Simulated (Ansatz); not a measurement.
Consider the redistribution: `C[Si](F)(Cl)[O][AlH2]` + `CCO[Si](O)(O)O` → `CCO[Si](C)(F)Cl` + `O[Si](O)(O)[O][AlH2]`.

Program: Ansatz. Geometries: PBE0-D4/def2-TZVP. ΔE: electronic, gas phase. CBS: MP2 limit from def2 TZ/QZ plus the TZ coupled-cluster correction, frozen cores. Each species was taken in one conformer, which may not be the lowest.

| species | CCSD/def2-TZVPP energy (Eh) |
| --- | --- |
| `C[Si](F)(Cl)[O][AlH2]` | -1206.90719 |
| `CCO[Si](O)(O)O` | -670.64085 |
| `CCO[Si](C)(F)Cl` | -1042.71476 |
| `O[Si](O)(O)[O][AlH2]` | -834.83285 |

Work out ΔE.

ΔE = (-1042.71476) + (-834.83285) − (-1206.90719) − (-670.64085) = 0.00043 Eh = +0.01 eV. CCSD(T)/CBS gives +0.01 eV.

Largest T1 diagnostic among the species: 0.012.
